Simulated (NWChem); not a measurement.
System: CH3Cl2Y; SMILES [CH3][Y]([Cl])[Cl]

NWChem printed, in part:

```
             Northwest Computational Chemistry Package (NWChem) 7.3.0
             --------------------------------------------------------

 CS  symmetry detected

                             Geometry "geometry" -> ""
                             -------------------------

 Output coordinates in angstroms (scale by  1.889725989 to convert to a.u.)

  No.       Tag          Charge          X              Y              Z
 ---- ---------------- ---------- -------------- -------------- --------------
    1 Y                   39.0000    -0.17620699    -0.05815669     0.00000000
    2 Cl                  17.0000     0.89682908     0.04055206     2.20769922
    3 Cl                  17.0000     0.89682908     0.04055206    -2.20769922
    4 C                    6.0000    -2.48393668     0.08422013     0.00000000
    5 H                    1.0000    -2.94946130    -0.37865309    -0.89066116
    6 H                    1.0000    -2.94946130    -0.37865309     0.89066116
    7 H                    1.0000    -2.81757359     1.14132650     0.00000000

 Effective nuclear repulsion energy (a.u.)     443.3218742720

      Symmetry information
      --------------------

 Group name             Cs
 Group number              2
 Group order               2
 No. of unique centers     5

 Summary of "ao basis" -> "ao basis" (spherical)
 ------------------------------------------------------------------------------
       Tag                 Description            Shells   Functions and Types
 ---------------- ------------------------------  ------  ---------------------
 Y                          def2-svp                11       31   5s3p2d1f
 Cl                         def2-svp                 8       18   4s3p1d
 C                          def2-svp                 6       14   3s2p1d
 H                          def2-svp                 3        5   2s1p

      Symmetry analysis of basis
      --------------------------

        a'         58
        a"         38

            General Information
            -------------------
          SCF calculation type: DFT
          Wavefunction type:  closed shell.
          No. of atoms     :     7
          No. of electrons :    54
           Alpha electrons :    27
            Beta electrons :    27
          Charge           :     0
          Spin multiplicity:     1
          Use of symmetry is: on ; symmetry adaption is: on
          Maximum number of iterations: 150
          AO basis - number of functions:    96
                     number of shells:    42
          Convergence on energy requested:  1.00D-06
          Convergence on density requested:  1.00D-05
          Convergence on gradient requested:  5.00D-04

              XC Information
              --------------
          PerdewBurkeErnzerhof Exchange Functional  1.000
            Perdew 1991 LDA Correlation Functional  1.000 local
           PerdewBurkeErnz. Correlation Functional  1.000 non-local

             Grid Information
             ----------------
          Grid used for XC integration:  coarse
          Radial quadrature: Mura-Knowles
          Angular quadrature: Lebedev.
          Tag              B.-S. Rad. Rad. Pts. Rad. Cut. Ang. Pts.
          ---              ---------- --------- --------- ---------
          Y                   1.80      104           9.0       302
          Cl                  1.00       70          12.0       302
          C                   0.70       35          10.0       302
          H                   0.35       35          11.0       302
          Grid pruning is: on
          Number of quadrature shells:   279
          Spatial weights used:  Erf1

      Superposition of Atomic Density Guess
      -------------------------------------

 Sum of atomic energies:       -1001.42716142

      Non-variational initial energy
      ------------------------------

 Total energy =    -996.263827
 1-e energy   =   -1751.251174
 2-e energy   =     570.403509
 HOMO         =      -0.317827
 LUMO         =      -0.074434

      Symmetry analysis of molecular orbitals - initial
      -------------------------------------------------

  Numbering of irreducible representations:

     1 a'          2 a"

  Orbital symmetries:

     1 a'          2 a"          3 a'          4 a'          5 a"
     6 a'          7 a"          8 a'          9 a"         10 a"
    11 a'         12 a'         13 a'         14 a"         15 a'
    16 a'         17 a'         18 a"         19 a"         20 a'
    21 a'         22 a"         23 a'         24 a"         25 a'
    26 a"         27 a'         28 a'         29 a'         30 a'
    31 a"         32 a'         33 a"         34 a'         35 a"
    36 a'         37 a'

     ---------------------------------------------
      Total Density - Mulliken Population Analysis
     ---------------------------------------------

[...]

                         DFT ENERGY GRADIENTS

    atom               coordinates                        gradient
                 x          y          z           x          y          z
   1 Y      -0.332983  -0.109900   0.000000   -0.000201   0.000533   0.000000
   2 Cl      1.694761   0.076632   4.171947   -0.000487  -0.000179  -0.001351
   3 Cl      1.694761   0.076632  -4.171947   -0.000487  -0.000179   0.001351
   4 C      -4.693960   0.159153   0.000000   -0.004106   0.000607   0.000000
   5 H      -5.573674  -0.715551  -1.683106    0.001930   0.001977   0.004072
   6 H      -5.573674  -0.715551   1.683106    0.001930   0.001977  -0.004072
   7 H      -5.324442   2.156794   0.000000    0.001422  -0.004735   0.000000
```

Level: PBE/def2-SVP with def2 effective core potentials on Y. Structure relaxed at the PBE0/def2-SVP level. def2 effective core potentials on Y; no spin-orbit coupling.

Problem. Which NWChem input produces such a log?

Solution. This is not unique; one that fits is the input that was run:
```
start job
memory heap 200 mb stack 900 mb global 1100 mb
geometry units angstroms noautoz
  Y      0.034273     0.001047     0.193042
  Cl     1.030353     2.209423    -0.214384
  Cl     1.035563    -2.205969    -0.208921
  C     -1.950804    -0.000027     1.378519
  H     -2.575808    -0.891551     1.181503
  H     -2.577842     0.889770     1.180254
  H     -1.762153     0.000870     2.470855
end
basis spherical
  * library def2-svp
end
ecp
  Y library def2-ecp
end
dft
  xc xpbe96 cpbe96
  grid coarse
  iterations 150
  mulliken
end
task dft gradient
```
